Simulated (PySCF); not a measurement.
## Radial density of Pb⁺ (lead, charge +1)

UHF, [Xe] 4f14 5d10 6s2 6p1, 2P determinant. Calculation: PySCF 2.14, in aug-cc-pVTZ-PP with ECP60MDF; scalar relativity through the core potential. This is the valence pseudo-density: the core potential removes the inner electrons and smooths the orbitals near the nucleus.

```json
{"r (bohr)": "0.0194", "4πr²ρ (e/bohr)": "1.797e-05", "4πr²(ρα − ρβ)": "0.0000"}
{"r (bohr)": "0.0326", "4πr²ρ (e/bohr)": "3.532e-05", "4πr²(ρα − ρβ)": "0.0000"}
{"r (bohr)": "0.0549", "4πr²ρ (e/bohr)": "5.504e-05", "4πr²(ρα − ρβ)": "0.0000"}
{"r (bohr)": "0.0924", "4πr²ρ (e/bohr)": "0.0001802", "4πr²(ρα − ρβ)": "0.0000"}
{"r (bohr)": "0.155", "4πr²ρ (e/bohr)": "0.001757", "4πr²(ρα − ρβ)": "0.0000"}
{"r (bohr)": "0.261", "4πr²ρ (e/bohr)": "0.03675", "4πr²(ρα − ρβ)": "0.0001"}
{"r (bohr)": "0.439", "4πr²ρ (e/bohr)": "1.484", "4πr²(ρα − ρβ)": "0.0058"}
{"r (bohr)": "0.739", "4πr²ρ (e/bohr)": "16.73", "4πr²(ρα − ρβ)": "0.0466"}
{"r (bohr)": "1.24", "4πr²ρ (e/bohr)": "14.49", "4πr²(ρα − ρβ)": "-0.0352"}
{"r (bohr)": "2.09", "4πr²ρ (e/bohr)": "3.382", "4πr²(ρα − ρβ)": "0.3624"}
{"r (bohr)": "3.52", "4πr²ρ (e/bohr)": "0.5915", "4πr²(ρα − ρβ)": "0.2937"}
{"r (bohr)": "5.92", "4πr²ρ (e/bohr)": "0.02684", "4πr²(ρα − ρβ)": "0.0230"}
{"r (bohr)": "9.95", "4πr²ρ (e/bohr)": "4.351e-05", "4πr²(ρα − ρβ)": "0.0000"}
```

Energies and moments cover only the electrons outside the core potential. Spin-orbit coupling, absent here, splits the open shell strongly.

**Question.** Where is the radial spin density 4πr²(ρα − ρβ) most negative, and why is it negative at all?

**Answer.** Around r = 1.24 bohr, down to -0.0352 e/bohr: exchange with the open shell polarises the paired shells in an unrestricted calculation.
